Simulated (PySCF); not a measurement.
PySCF input:

```python
from pyscf import gto, scf, dft

mol = gto.M(
    atom='''
    C     0.74148865   -1.28653962   -0.32335225
    Se   -0.21388692    0.36606753    0.09144170
    H     1.78584965   -1.11162642   -0.05722648
    H     0.67976908   -1.50618972   -1.38615624
    H     0.35760483   -2.10924229    0.27447826
    ''',
    basis='def2-tzvpd',
    charge=0,
    spin=1,
    verbose=4,
)

mf = dft.UKS(mol, xc='bp86').density_fit(auxbasis='def2-universal-jkfit')
mf.grids.level = 3
mf.conv_tol = 1e-9
mf.max_cycle = 100
mf.max_memory = 1500
mf.kernel()
if not mf.converged:
    mf = mf.newton()
    mf.kernel(mf.make_rdm1())
for _ in range(2):
    mo, _, stable, _ = mf.stability(return_status=True)
    if stable:
        break
    mf.kernel(mf.make_rdm1(mo, mf.mo_occ))
mf.analyze()
```

Q: Predict the final energy.

A: -2441.71866 Eh (BP86/def2-TZVPD).

It need not be the lowest isomer of its formula.
